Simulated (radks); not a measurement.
Dy IV, configuration [Xe] 4f9. All-electron calculation, Dirac Kohn-Sham, PBE, spin-unpolarised, spherical densities, finite nucleus; open shells fill j = l - 1/2 first; Fermi nuclear charge, rms radius 5.2218 fm. Program: a radial shooting solver on a logarithmic mesh with Libxc functionals. Some entries of the table are withheld. Estimate them.

orbital,occ.,eigenvalue (hartree),<r> (bohr),<1/r> (bohr^-1)
1s1/2,2,-1970.586,0.02112,74.55
2s1/2,2,-328.9724,0.08923,17.86
2p1/2,2,-312.9520,0.07438,17.84
2p3/2,4,-283.5468,0.08144,15.62
3s1/2,2,-74.16800,0.2341,6.524
3p1/2,2,-67.17380,0.2238,6.440
3p3/2,4,-61.06793,0.2372,5.876
3d3/2,4,-49.03777,0.2097,5.757
3d5/2,6,-47.70469,0.2138,5.618
4s1/2,2,-15.63203,0.5294,2.729
4p1/2,2,-12.87075,0.5398,2.622
4p3/2,4,-11.50255,0.5701,2.429
4d3/2,4,-6.95208,0.6017,2.210
4d5/2,6,-6.70357,0.6125,2.162
5s1/2,2,-2.87107,1.276,1.046
5p1/2,2,-2.10251,1.418,0.9297
5p3/2,4,-1.91305,1.507,0.8645
4f5/2,6,-1.28724,0.8011,(1)
4f7/2,3,-1.25254,0.8129,(2)
5d3/2,0,-0.92297,2.098,(3)
5d5/2,0,-0.90525,2.137,(4)
6s1/2,0,(5),3.029,0.4227

Answer. 
(1) 4f5/2 <1/r> (bohr^-1): 1.630
(2) 4f7/2 <1/r> (bohr^-1): 1.609
(3) 5d3/2 <1/r> (bohr^-1): 0.6082
(4) 5d5/2 <1/r> (bohr^-1): 0.5959
(5) 6s1/2 eigenvalue (hartree): -0.84823
